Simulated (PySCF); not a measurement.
PySCF input file for C4H7O, SMILES [CH](C)C(C)=O, multiplicity 2, TDA-PBE0/def2-SVPD. Coordinates come from a TPSSh-D3(BJ)/def2-SVP optimisation. The isomer is the one that the SMILES or the coordinates give; other isomers of the formula were not compared. The values are those of a single conformer.

```python
import numpy as np
from pyscf import gto, scf, dft, tdscf

mol = gto.M(
    atom='''
    C    -2.01283546    0.37069824   -0.04175117
    C    -0.65809756    0.43831697    0.56106961
    C     0.49682051   -0.14901412   -0.09321171
    C     1.84412704   -0.02864490    0.60050107
    O     0.38501331   -0.72755055   -1.18025528
    H    -1.97010395   -0.16770506   -0.99848097
    H    -2.42358785    1.38315207   -0.21015526
    H    -2.72326491   -0.14001193    0.63392336
    H    -0.52107991    0.94371572    1.52426960
    H     1.81144498   -0.49322095    1.59972787
    H     2.61061708   -0.52415167   -0.00863196
    H     2.11578089    1.03048922    0.74174272
    ''',
    basis='def2-SVPD',
    charge=0,
    spin=1,
    max_memory=1600,
    verbose=4,
)
mf = dft.UKS(mol, xc='pbe0').density_fit(auxbasis='def2-universal-jkfit')
mf.grids.level = 3
mf.conv_tol = 1e-9
mf.max_cycle = 100
mf.kernel()
fine, coarse = mf.grids, dft.Grids(mol).set(level=1).build(with_non0tab=True)
for _ in range(3):  # follow internal instabilities
    mf.grids = coarse
    mo, _, stable, _ = mf.stability(return_status=True, nroots=4)
    mf.grids = fine
    if stable:
        break
    mf.kernel(mf.make_rdm1(mo, mf.mo_occ))
mf.grids = dft.Grids(mol).set(level=1).build(with_non0tab=True)  # coarser grid for the response kernel
td = tdscf.TDA(mf)
td.nstates = 10
td.conv_tol = 1e-4
td.positive_eig_threshold = 1e-6
td.kernel(x0=td.get_init_guess(mf, 15))
td.analyze()
```

It prints:

```
PySCF version 2.14.0

[INPUT] verbose = 4
[INPUT] num. atoms = 12
[INPUT] num. electrons = 39
[INPUT] charge = 0
[INPUT] spin (= nelec alpha-beta = 2S) = 1
[INPUT] symmetry False subgroup None
[INPUT] Mole.unit = angstrom
[INPUT] Symbol           X                Y                Z      unit          X                Y                Z       unit  Magmom
[INPUT]  1 C     -2.012835460000   0.370698240000  -0.041751170000 AA   -3.803707753213   0.700518148458  -0.078898276680 Bohr   0.0
[INPUT]  2 C     -0.658097560000   0.438316970000   0.561069610000 AA   -1.243624151645   0.828299029049   1.060267899717 Bohr   0.0
[INPUT]  3 C      0.496820510000  -0.149014120000  -0.093211710000 AA    0.938854696967  -0.281595875493  -0.176144603502 Bohr   0.0
[INPUT]  4 C      1.844127040000  -0.028644900000   0.600501070000 AA    3.484895044505  -0.054131015866   1.134782559808 Bohr   0.0
[INPUT]  5 O      0.385013310000  -0.727550550000  -1.180255280000 AA    0.727569710212  -1.374871281277  -2.230359236272 Bohr   0.0
[INPUT]  6 H     -1.970103950000  -0.167705060000  -0.998480970000 AA   -3.722956902424  -0.316916633104  -1.886855573890 Bohr   0.0
[INPUT]  7 H     -2.423587850000   1.383152070000  -0.210155260000 AA   -4.579917275323   2.613778600925  -0.397135885037 Bohr   0.0
[INPUT]  8 H     -2.723264910000  -0.140011930000   0.633923360000 AA   -5.146224844538  -0.264584201872   1.197941534364 Bohr   0.0
[INPUT]  9 H     -0.521079910000   0.943715720000   1.524269600000 AA   -0.984698318913   1.783364250247   2.880452084000 Bohr   0.0
[INPUT] 10 H      1.811444980000  -0.493220950000   1.599727870000 AA    3.423134901918  -0.932052514398   3.023047548134 Bohr   0.0
[INPUT] 11 H      2.610617080000  -0.524151670000  -0.008631960000 AA    4.933351297312  -0.990503104033  -0.016312040318 Bohr   0.0
[INPUT] 12 H      2.115780890000   1.030489220000   0.741742720000 AA    3.998246421689   1.947342400117   1.401690595690 Bohr   0.0

nuclear repulsion = 166.311678684866
number of shells = 69
number of NR pGTOs = 223
number of NR cGTOs = 159
basis = def2-SVPD
ecp = {}


******** <class 'pyscf.df.df_jk.DFUKS'> ********
method = DFUKS
initial guess = minao
damping factor = 0
level_shift factor = 0
DIIS = <class 'pyscf.scf.diis.CDIIS'>
diis_start_cycle = 1
diis_space = 8
diis_damp = 0
SCF conv_tol = 1e-09
SCF conv_tol_grad = None
SCF max_cycles = 100
direct_scf = False
number electrons alpha = 20  beta = 19
XC library pyscf.dft.libxc version 7.1.2
    S. Lehtola, C. Steigemann, M. J. T. Oliveira, and M. A. L. Marques,  SoftwareX 7, 1–5 (2018)
XC functionals = pbe0
    C. Adamo and V. Barone,  J. Chem. Phys. 110, 6158 (1999)
    M. Ernzerhof and G. E. Scuseria,  J. Chem. Phys. 110, 5029 (1999)
radial grids:
    Treutler-Ahlrichs [JCP 102, 346 (1995); DOI:10.1063/1.469408] (M4) radial grids

becke partition: Becke, JCP 88, 2547 (1988); DOI:10.1063/1.454033
pruning grids: <function nwchem_prune>
grids dens level: 3
symmetrized grids: False
atomic radii adjust function: <function treutler_atomic_radii_adjust>
small_rho_cutoff = 0
Set gradient conv threshold to 3.16228e-05
tot grids = 139216
******** <class 'pyscf.df.df.DF'> ********
auxbasis = def2-universal-jkfit
init E= -231.689943972621
  alpha nocc = 20  HOMO = -0.229873148032171  LUMO = -0.0405454150278759
  beta  nocc = 19  HOMO = -0.344870866752493  LUMO = -0.229873148032171

WARN: HOMO -0.229873148032171 >= LUMO -0.229873148032171

cycle= 1 E= -231.251390301669  delta_E= 0.439  |g|= 0.55  |ddm|= 3.25
  alpha nocc = 20  HOMO = -0.0746786183802155  LUMO = 0.0141749156684243
  beta  nocc = 19  HOMO = -0.0960344051008493  LUMO = -0.0706316987572047
  HOMO = -0.0746786183802  LUMO = -0.0706316987572  gap/eV = 0.11012
cycle= 2 E= -230.119229308008  delta_E= 1.13  |g|= 1.57  |ddm|= 2.58
  alpha nocc = 20  HOMO = -0.213523011379706  LUMO = 0.032170281825318
  beta  nocc = 19  HOMO = -0.237376461713257  LUMO = -0.115651956692929
  HOMO = -0.21352301138  LUMO = -0.115651956693  gap/eV = 2.66321
cycle= 3 E= -231.365489268151  delta_E= -1.25  |g|=  0.2  |ddm|= 2.29
  alpha nocc = 20  HOMO = -0.254959526013731  LUMO = 0.0230245677524858
  beta  nocc = 19  HOMO = -0.248458273780614  LUMO = -0.136358365540194
  HOMO = -0.248458273781  LUMO = -0.13635836554  gap/eV = 3.05039
cycle= 4 E= -231.387704512694  delta_E= -0.0222  |g|= 0.0721  |ddm|= 0.398
  alpha nocc = 20  HOMO = -0.253258721053438  LUMO = 0.0251006413227008
  beta  nocc = 19  HOMO = -0.262649819508029  LUMO = -0.115710639062045
  HOMO = -0.253258721053  LUMO = -0.115710639062  gap/eV = 3.74287
cycle= 5 E= -231.390696804593  delta_E= -0.00299  |g|= 0.0174  |ddm|= 0.138
  alpha nocc = 20  HOMO = -0.253112539160214  LUMO = 0.0261678168437438
  beta  nocc = 19  HOMO = -0.263592543450708  LUMO = -0.110589466588474
  HOMO = -0.25311253916  LUMO = -0.110589466588  gap/eV = 3.87825
cycle= 6 E= -231.390963016174  delta_E= -0.000266  |g|= 0.0108  |ddm|= 0.0517
  alpha nocc = 20  HOMO = -0.254689056788836  LUMO = 0.0260892884441906
  beta  nocc = 19  HOMO = -0.267064026226874  LUMO = -0.110000018871764
  HOMO = -0.254689056789  LUMO = -0.110000018872  gap/eV = 3.93719
cycle= 7 E= -231.391094070308  delta_E= -0.000131  |g|= 0.00482  |ddm|= 0.035
  alpha nocc = 20  HOMO = -0.255264806020723  LUMO = 0.0261538223282614
  beta  nocc = 19  HOMO = -0.266991837870937  LUMO = -0.109345582363842
  HOMO = -0.255264806021  LUMO = -0.109345582364  gap/eV = 3.97066
cycle= 8 E= -231.391129982187  delta_E= -3.59e-05  |g|= 0.00172  |ddm|= 0.0162
  alpha nocc = 20  HOMO = -0.255151274066814  LUMO = 0.0261958244491591
  beta  nocc = 19  HOMO = -0.266684435703712  LUMO = -0.109028473388717
  HOMO = -0.255151274067  LUMO = -0.109028473389  gap/eV = 3.97620
cycle= 9 E= -231.391135778733  delta_E= -5.8e-06  |g|= 0.00103  |ddm|= 0.00661
  alpha nocc = 20  HOMO = -0.255319994692667  LUMO = 0.0261880401305219
  beta  nocc = 19  HOMO = -0.266796541282634  LUMO = -0.109213914191259
  HOMO = -0.255319994693  LUMO = -0.109213914191  gap/eV = 3.97575
cycle= 10 E= -231.391137090175  delta_E= -1.31e-06  |g|= 0.000484  |ddm|= 0.00294
  alpha nocc = 20  HOMO = -0.255251924697279  LUMO = 0.026191268031611
  beta  nocc = 19  HOMO = -0.26672621894583  LUMO = -0.109158077883562
  HOMO = -0.255251924697  LUMO = -0.109158077884  gap/eV = 3.97542
cycle= 11 E= -231.391137371735  delta_E= -2.82e-07  |g|= 0.000103  |ddm|= 0.00168
  alpha nocc = 20  HOMO = -0.255258514579091  LUMO = 0.026194317014582
  beta  nocc = 19  HOMO = -0.266737596405068  LUMO = -0.109172181352694
  HOMO = -0.255258514579  LUMO = -0.109172181353  gap/eV = 3.97521
cycle= 12 E= -231.391137386404  delta_E= -1.47e-08  |g|= 3.82e-05  |ddm|= 0.00036
  alpha nocc = 20  HOMO = -0.255255404536948  LUMO = 0.0261939136565399
  beta  nocc = 19  HOMO = -0.266735758798355  LUMO = -0.109168233553432
  HOMO = -0.255255404537  LUMO = -0.109168233553  gap/eV = 3.97523
cycle= 13 E= -231.391137388276  delta_E= -1.87e-09  |g|= 1.6e-05  |ddm|= 0.000128
  alpha nocc = 20  HOMO = -0.255257181034441  LUMO = 0.026194347211749
  beta  nocc = 19  HOMO = -0.266740313261273  LUMO = -0.109170202737808
  HOMO = -0.255257181034  LUMO = -0.109170202738  gap/eV = 3.97523
cycle= 14 E= -231.391137388413  delta_E= -1.37e-10  |g|= 1e-05  |ddm|= 5.95e-05
  alpha nocc = 20  HOMO = -0.255256087219639  LUMO = 0.0261942178214407
  beta  nocc = 19  HOMO = -0.266737559052138  LUMO = -0.109168712983109
  HOMO = -0.25525608722  LUMO = -0.109168712983  gap/eV = 3.97524
Extra cycle  E= -231.391137388348  delta_E= 6.45e-11  |g|= 1.72e-05  |ddm|= 3.29e-05
converged SCF energy = -231.391137388348  <S^2> = 0.76537666  2S+1 = 2.015318
tot grids = 43208
uhf_internal: lowest eigs of H = [0.12739143 0.26490017 0.37551781 0.38630948]
<class 'pyscf.df.df_jk.DFUKS'> wavefunction is stable in the internal stability analysis
tot grids = 43208
Overwritten attributes  positive_eig_threshold  of <class 'pyscf.tdscf.uks.TDA'>


******** <class 'pyscf.tdscf.uks.TDA'> for <class 'pyscf.df.df_jk.DFUKS'> ********
nstates = 10
deg_eia_thresh = 1.000e-03
wfnsym = None
conv_tol = 0.0001
eigh lindep = 1e-12
eigh level_shift = 0
eigh max_cycle = 100


Excitation energies (eV)
[1.89581493 4.71340087 5.3475568  5.42740983 5.72942861 6.16952596
 6.24900667 6.2817352  6.5829689  6.81281467]

** Excitation energies and oscillator strengths **
Excited State   1:      1.89581 eV    653.99 nm  f=0.0000
      19b ->   20b     -0.98306
      19b ->   22b     -0.14424
Excited State   2:      4.71340 eV    263.05 nm  f=0.0120
      18a ->   21a      0.20335
      20a ->   21a     -0.49230
      13b ->   20b     -0.11760
      18b ->   20b     -0.81845
Excited State   3:      5.34756 eV    231.85 nm  f=0.0013
      19a ->   21a      0.75444
      17b ->   20b     -0.57450
      19b ->   22b     -0.24129
Excited State   4:      5.42741 eV    228.44 nm  f=0.0002
      19a ->   21a     -0.53143
      15b ->   20b     -0.16721
      16b ->   20b     -0.45617
      17b ->   20b     -0.66967
Excited State   5:      5.72943 eV    216.40 nm  f=0.0005
      19a ->   21a     -0.30920
      12b ->   20b     -0.15989
      15b ->   20b      0.11410
      16b ->   20b      0.80760
      17b ->   20b     -0.37013
      19b ->   22b     -0.23626
Excited State   6:      6.16953 eV    200.96 nm  f=0.2077
      18a ->   21a     -0.15265
      20a ->   21a     -0.83291
      18b ->   20b      0.44852
Excited State   7:      6.24901 eV    198.41 nm  f=0.0003
      20a ->   22a      0.96933
      20a ->   24a      0.11084
      19b ->   22b     -0.11818
Excited State   8:      6.28174 eV    197.37 nm  f=0.0012
      19a ->   21a     -0.18621
      20a ->   22a     -0.13686
      16b ->   20b     -0.26914
      17b ->   20b      0.16881
      19b ->   20b      0.12839
      19b ->   22b     -0.88537
Excited State   9:      6.58297 eV    188.34 nm  f=0.0000
      12b ->   20b      0.30254
      15b ->   20b      0.89831
      17b ->   20b     -0.16895
      19b ->   22b      0.14021
Excited State  10:      6.81281 eV    181.99 nm  f=0.0061
      19a ->   22a     -0.26121
      19b ->   21b      0.94760
      19b ->   24b     -0.10055
      19b ->   25b     -0.10596

** Transition electric dipole moments (AU) **
state          X           Y           Z        Dip. S.      Osc.
  1         0.0025      0.0129     -0.0070      0.0002      0.0000
  2        -0.1884     -0.0974     -0.2424      0.1037      0.0120
  3        -0.0169     -0.0868      0.0477      0.0101      0.0013
  4        -0.0066     -0.0332      0.0186      0.0015      0.0002
  5        -0.0109     -0.0518      0.0290      0.0036      0.0005
  6        -0.8967      0.4925      0.5725      1.3744      0.2077
  7        -0.0067     -0.0377      0.0201      0.0019      0.0003
  8         0.0204      0.0738     -0.0453      0.0079      0.0012
  9        -0.0006     -0.0031      0.0024      0.0000      0.0000
 10        -0.1880      0.0363     -0.0007      0.0366      0.0061

** Transition velocity dipole moments (imaginary part, AU) **
state          X           Y           Z        Dip. S.      Osc.
  1         0.0021      0.0108     -0.0060      0.0002      0.0015
  2        -0.0191      0.0131      0.0168      0.0008      0.0031
  3        -0.0005     -0.0024      0.0013      0.0000      0.0000
  4        -0.0019     -0.0099      0.0054      0.0001      0.0004
  5        -0.0011     -0.0049      0.0028      0.0000      0.0001
  6        -0.1315      0.0143     -0.0205      0.0179      0.0527
  7        -0.0020     -0.0107      0.0059      0.0002      0.0004
  8        -0.0006     -0.0074      0.0042      0.0001      0.0002
  9         0.0004      0.0017     -0.0010      0.0000      0.0000
 10        -0.0506      0.0087     -0.0021      0.0026      0.0070

** Transition magnetic dipole moments (imaginary part, AU) **
state          X           Y           Z
  1         0.0488     -0.2155     -0.3721
  2         0.0230      0.1175     -0.0653
  3        -0.1059      0.2034      0.3296
  4        -0.2462     -0.0549     -0.1865
  5         0.0784     -0.3532     -0.6122
  6         0.0352      0.1804     -0.1015
  7        -0.4105      0.0618     -0.0318
  8        -0.1901     -0.2879     -0.5847
  9        -0.5849      0.1592      0.0817
 10        -0.0418     -0.2138      0.1180
```

The calculation finished and met its thresholds.
